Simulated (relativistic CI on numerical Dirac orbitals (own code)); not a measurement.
## One change at a time: Tm⁶⁰⁺

Base calculation: Dirac-Coulomb-Breit CI, orbitals from a KLI potential per configuration, QED by a radiative potential, unscaled Slater integrals.

CI space (outside the closed core 1s2): 2s2.2p5, 2s.2p6, 2p6.3s, 2p6.3p, 2s2.2p4.3s, 2p6.3d, 2s2.2p4.3p, 2s2.2p4.3d, 2s.2p5.3s, 2s.2p5.3p, 2s.2p5.3d, 2s2.2p4.4s, 2s2.2p4.4p, 2s2.2p4.4d, 2s2.2p4.4f, 2s2.2p3.3s2, 2s.2p5.4s, 2s.2p5.4p, 2s2.2p3.3s.3p, 2s.2p5.4d, 2s2.2p4.5s, 2s.2p5.4f, 2s2.2p4.5p, 2s2.2p3.3s.3d, 2s2.2p4.5d, 2s2.2p3.3p2, 2s2.2p4.5f, 2s2.2p4.5g, 2s2.2p3.3p.3d, 2s.2p4.3s2, 2s2.2p3.3d2, 2s.2p4.3s.3p, 2s.2p4.3s.3d, 2s.2p4.3p2, 2s.2p5.5s, 2s.2p5.5p. Levels of other configurations are missing.

The lowest level and the first level of each name with at least 55 % of one term (blank where a level has no safe partner in the second run):

```csv
Level,Base (eV),Shift (eV)
2s2.2p5 2P°_3/2,0.00,0.00
2s2.2p5 2P°_1/2,1008.64,-0.03
2s.2p6 2S_1/2,1440.33,+0.27
2s2.2p4.3s 4P_5/2,7307.56,-0.76
2s2.2p4.3s 2P_3/2,7317.69,-0.87
2s2.2p4.3s 2S_1/2,7366.52,-0.94
2s2.2p4.3p 2P°_1/2,7486.13,-0.93
2s2.2p4.3p 4D°_7/2,7712.23,-0.67
2s2.2p4.3d 2D_3/2,7903.78,-0.94
2s2.2p4.3d 4F_9/2,7913.68,-0.78
2s2.2p4.3d 2P_1/2,7926.68,-0.82
2s2.2p4.3s 4P_3/2,8319.99,-0.31
2s2.2p4.3s 2P_1/2,8328.91,-0.40
2s2.2p4.3s 2D_5/2,8340.08,-0.32
2s2.2p4.3s 2D_3/2,8345.60,-0.38
2s.2p5.3s 4P°_5/2,8682.55,-0.46
2s.2p5.3s 2P°_3/2,8708.68,-0.37
2s2.2p4.3p 2F°_7/2,8741.54,-0.24
2s.2p5.3s 2P°_1/2,8772.77,-0.54
2s2.2p4.3d 4D_1/2,8852.06,-0.37
2s2.2p4.3d 4F_5/2,8869.49,-0.38
2s2.2p4.3d 2G_7/2,8876.75,-0.36
```

At this charge energies of transitions that change n are usually good to better than 1 %, and those within a shell (Δn = 0) to a few per cent.

Q: One thing was changed in a second run, which moved the levels as shown. Which?
A. P86 correlation estimate
B. QED terms removed
C. configuration mixing switched off
D. Breit term removed
E. one mean potential for all configurations

A: E. One mean potential for all configurations. One potential for all configurations removes the relaxation of the orbitals, which moves whole configurations and changes the integrals a little.

LS names give the leading component of a level, which can be under half, so a name can repeat, a term be missing and a line seem to break the LS rules.
